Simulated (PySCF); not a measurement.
Computed IR spectrum (relative IR intensity) of a molecule C₅H₇F. The structure is a stationary point at ωB97X-D3(BJ)/def2-SVP. Other conformers were not sampled. Level of theory: ωB97X-D3(BJ)/def2-SVP (PySCF). No scaling factor is applied to the harmonic values.

Lines under 2 % of the strongest are left out, and lines within 2 cm⁻¹ are merged.

ν (cm⁻¹): 213 (vw), 419 (w), 547 (w), 647 (w), 839 (w), 946 (s), 988 (w), 1058 (w), 1124 (w), 1177 (vs), 1203 (m), 1243 (w), 1285 (w), 1300 (w), 1404 (m), 1427 (m), 1453 (w), 1481 (m), 1825 (w), 3081 (m), 3094 (m), 3111 (m), 3161 (w), 3170 (w), 3185 (m), 3270 (w) (against the strongest line: vs over 80 %, s over 45 %, m over 15 %, w over 4 %, vw less)

Question: Identify the compound among the candidates.
(A) C=C1CC(F)C1
(B) C[C@H]1CC=C1F
(C) C=C1CC[C@@H]1F
(D) C=C/C(C)=C\F

Answer: C, C=C1CC[C@@H]1F
